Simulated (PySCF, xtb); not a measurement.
C₂H₈GeO, SMILES C[O][GeH2][CH3]. One conformer was computed; it need not be the lowest.

Harmonic wavenumbers (cm⁻¹) from GFN2-xTB (xtb) at its own minimum, in rising order: 88, 95, 102, 123, 243, 420, 482, 593, 597, 678, 798, 804, 845, 1063, 1134, 1144, 1320, 1417, 1447, 1448, 1484, 1490, 1854, 1896, 2928, 2941, 2976, 3015, 3017, 3025.

Task: What does PBE-D3(BJ)/def2-SVP (PySCF 2.14.0) give at its own minimum? (Estimate from the structure and the level; the computed values follow.)

Result: 75, 92, 135, 140, 259, 446, 590, 612, 620, 706, 816, 823, 853, 1099, 1134, 1158, 1207, 1380, 1386, 1416, 1417, 1427, 2035, 2038, 2883, 2941, 2991, 3015, 3099, 3105. Paired by order, the mean absolute difference is 43 cm⁻¹ and the zero-point energies are 56.4 and 57.0 kcal/mol.
